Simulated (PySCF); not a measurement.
```xyz
6
charge 0 multiplicity 1, angstrom
Co    0.0747   -0.0137   -0.0276
N     1.5132   -0.2572    0.1820
O    -0.4939    1.6161   -0.1161
O    -1.0092   -1.3598   -0.0372
H    -0.4290    2.1104    0.7075
H    -1.1068   -1.8042    0.8112
```

These are results of PBE0 in PySCF with Co def2-TZVP, N def2-TZVP, O def2-TZVP, H def2-TZVP; no relativity; density-fitted integrals, not measurements.

This geometry of CoN(OH)2 is a stationary point at this level.

Question: What is the point group?

Answer: Cs.

Question: Is it a minimum?

Answer: Yes: all harmonic wavenumbers are real.

Question: List the harmonic modes with their infrared intensities.

Answer: 
```
symmetry  ω (cm⁻¹)  IR (km/mol)
     a''       184         78.5
      a'       218          1.4
      a'       236          7.8
     a''       297          3.4
      a'       352          124
      a'       692         31.1
     a''       737          273
     a''       791         11.2
      a'       811         92.9
      a'      1176         93.2
     a''      3855          136
      a'      3858         75.7
```

Question: Give the ideal-gas entropy at 298.15 K and 1 bar by parts.

Answer: translation 167.1, rotation 103.9, vibration 40.7, spin 0.0; total 311.7 J/(mol K).

Question: What is the atomisation energy, with and without zero-point energy?

Answer: 1676 kJ/mol without, 1597 kJ/mol with.

Other isomers or separated fragments may lie lower. At this level a triplet minimum of C2v symmetry lies 28 kJ/mol below this structure.
